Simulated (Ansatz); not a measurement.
`F[C]1(F)[AlH][Se]1`. Total charge 0; spin multiplicity 1.

| atom | x (Å) | y (Å) | z (Å) |
| --- | --- | --- | --- |
| F1 | -1.098 | 0.993 | 1.184 |
| C2 | -0.688 | 0.053 | 0.318 |
| F3 | -1.759 | -0.703 | 0.035 |
| Al4 | 0.949 | 0.120 | -0.724 |
| Se5 | 0.847 | -1.111 | 1.152 |
| H6 | 1.749 | 0.649 | -1.966 |

Q: What are the harmonic wavenumbers in cm⁻¹ at PBE0-D4/def2-TZVP (Ansatz, finite differences of forces, unscaled)? (Best estimate.)

A: Computed: 176, 215, 276, 340, 420, 473, 482, 597, 658, 1111, 1204, 1987.

Q: Is this a minimum?

A: Yes, all 12 modes are real.

Q: Give the ideal-gas thermochemistry at 298.15 K and 1 bar (rigid rotor, harmonic oscillator; point group Cs, symmetry number 1).

A: Zero-point energy 47.5 kJ/mol; H(298) − E = 65.5 kJ/mol; entropy 331.2 J/(mol·K), of which translation 171.9, rotation 115.8, vibration 43.4; G(298) − E = -33.3 kJ/mol.

Q: And at 400, 500, 600, 800 and 1000 K?

A: 
| T (K) | H − E (kJ/mol) | S (J/mol/K) | G − E (kJ/mol) |
| --- | --- | --- | --- |
| 400 | 75.2 | 359.1 | -68.5 |
| 500 | 85.6 | 382.3 | -105.6 |
| 600 | 96.6 | 402.3 | -144.8 |
| 800 | 119.8 | 435.7 | -228.8 |
| 1000 | 144.1 | 462.8 | -318.7 |

Q: Rotational constants (cm⁻¹)?

A: 0.1137, 0.07019, 0.05611.
